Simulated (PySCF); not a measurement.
Compound: C5H4F4O2.
Atom-mapped SMILES: `[O:1]=[C:2]1[CH2:3][O:4][C@@H:5]1[C@H:6]([F:7])[C:8]([F:9])([F:10])[F:11]` (hydrogens: H12, H13 on C3; H14 on C5; H15 on C6)

Cartesian coordinates in Å at the PBE0-D3(BJ)/def2-SVP level; atoms count from 1:
```xyz
15
C5H4F4O2 angstrom
O      0.7633    2.2285   -0.1494
C      1.0495    1.0798   -0.0742
C      2.1613    0.1742   -0.5759
O      1.6049   -0.9102    0.1707
C      0.4857   -0.1651    0.6405
C     -0.8085   -0.7226    0.0929
F     -0.8421   -0.5622   -1.2650
C     -2.0494   -0.0685    0.6833
F     -3.1494   -0.6134    0.1753
F     -2.0635   -0.2533    2.0074
F     -2.0816    1.2368    0.4444
H      2.1514    0.0003   -1.6663
H      3.1799    0.4530   -0.2536
H      0.4407   -0.0902    1.7419
H     -0.8555   -1.8005    0.3235
```

The closed-shell ground state was solved at several levels (PySCF, density fitting, gas phase, non-relativistic).

| level | basis functions | total energy (Eh) | HOMO (eV) | LUMO (eV) | gap (eV) | dipole (D) |
| --- | --- | --- | --- | --- | --- | --- |
| wB97X-D/def2-SVPD | 270 | -741.9763 | -10.10 | 0.33 | 10.43 | 2.67 |
| B3LYP/pcJ-1 | 337 | -742.7174 | -7.88 | -1.66 | 6.22 | 2.46 |
| PBE0/pcSseg-1 | 207 | -741.8978 | -8.13 | -1.42 | 6.71 | 2.45 |

Task: Estimate the row for wB97X-D/pcSseg-2, a basis of 452 functions; the other rows only guide the guess.

Result: Total energy -742.7965 Eh, HOMO -9.99 eV, LUMO 0.43 eV, gap 10.42 eV, dipole 2.64 D.

Task: How far do the dipole and the HOMO energy spread over the levels?

Result: The dipole runs from 2.45 to 2.67 D (mean 2.56 D) and the HOMO from -10.10 to -7.88 eV.

One conformer stands for the species.

Note: wB97X-D ran without an empirical dispersion term, which enters the total energy and its gradient alone.
